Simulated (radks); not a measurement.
Rh III, 43 electrons, occupied as [Kr] 4d7 (the NIST ground configuration). All-electron calculation, Dirac Kohn-Sham, XLYP, spin-unpolarised, spherical densities, finite nucleus; open shells fill j = l - 1/2 first; Fermi nuclear charge, rms radius 4.4945 fm. Program: a radial shooting solver on a logarithmic mesh with Libxc functionals. Some entries of the table are withheld. Estimate them.

orbital  occ.  eigenvalue (eV)  <r^2> (bohr^2)
1s1/2       2        -23052.96        0.001438
2s1/2       2        -3359.397             (1)
2p1/2       2        -3112.263         0.01776
2p3/2       4        -2967.542         0.01911
3s1/2       2        -617.3915          0.1747
3p1/2       2        -520.6668             (2)
3p3/2       4        -495.7739             (3)
3d3/2       4        -324.4299          0.1623
3d5/2       6        -319.5200          0.1653
4s1/2       2        -103.2850           1.082
4p1/2       2         -73.7931           1.272
4p3/2       4         -69.8292           1.346
4d3/2       4         -25.8979           2.497
4d5/2       3         -25.4532           2.556

Answer. 
(1) 2s1/2 <r^2> (bohr^2): 0.02368
(2) 3p1/2 <r^2> (bohr^2): 0.1708
(3) 3p3/2 <r^2> (bohr^2): 0.1803
